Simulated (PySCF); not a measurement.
**How methods differ on the excitation energy of Lu²⁺**

Lu²⁺ [Xe] 4f14 6s1 (2S) → Lu²⁺ [Xe] 4f14 5d1 (2D), as a difference of total energies. Calculation: PySCF 2.14, in cc-pVDZ-X2C (8s7p5d3f1g, 84 functions); the spin-free X2C one-electron Hamiltonian (Gaussian nucleus). Correlated levels: valence: [Kr] 4d10 frozen. The calculations carry no spin-orbit coupling.

```tsv
method	excitation energy (cm⁻¹)
UHF	6676.1
MP2 (valence)	8851.6
SCS-MP2 (valence)	8818.6
CCSD (valence)	9006.6
CCSD(T) (valence)	9363.3
```

Problem. How much does correlation contribute at CCSD(T) (valence)?

Solution. 9363.3 − (6676.1) = 2687.2 cm⁻¹, measured against UHF.

A first-order spin-orbit estimate (lowest level to lowest level, LS coupling) adds -0.264 eV.
